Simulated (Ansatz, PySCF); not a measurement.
This Ansatz (an electronic-structure program) input computes a r2SCAN/def2-TZVPD energy:

Ansatz 0.2 input:
```yaml
crystal:
  periodic: [false, false, false]
  atoms:
    - {symbol: Ge, position_ang: [-0.00000000, -0.00000000, -0.38851526]}
    - {symbol: F, position_ang: [0.00000000, 0.00000000, 1.38138759]}
basis:
  gaussian:
    orbitals: def2-TZVPD
hamiltonian:
  xc: {name: r2SCAN}
magnetization: {spin_polarized: true, initial_magnetization: 1}
output: {forces: true}
```

Task: Write an input for the same energy in PySCF and say what it gives.

Result: 
```python
from pyscf import gto, scf, dft

mol = gto.M(
    atom='''
    Ge   -0.00000000   -0.00000000   -0.38851526
    F     0.00000000    0.00000000    1.38138759
    ''',
    basis='def2-tzvpd',
    charge=0,
    spin=1,
    symmetry='C2v',
    verbose=4,
)

mf = dft.UKS(mol, xc='r2scan').density_fit(auxbasis='def2-universal-jkfit')
mf.grids.level = 4
mf.conv_tol = 1e-9
mf.max_cycle = 100
mf.max_memory = 1500
mf.kernel()
if not mf.converged:
    mf = mf.newton()
    mf.kernel(mf.make_rdm1())
mf.analyze()
```
It gives -2176.83047 Eh, and Ansatz -2176.83039 Eh, a difference of 0.08 mEh, from the treatment of integrals and grids.
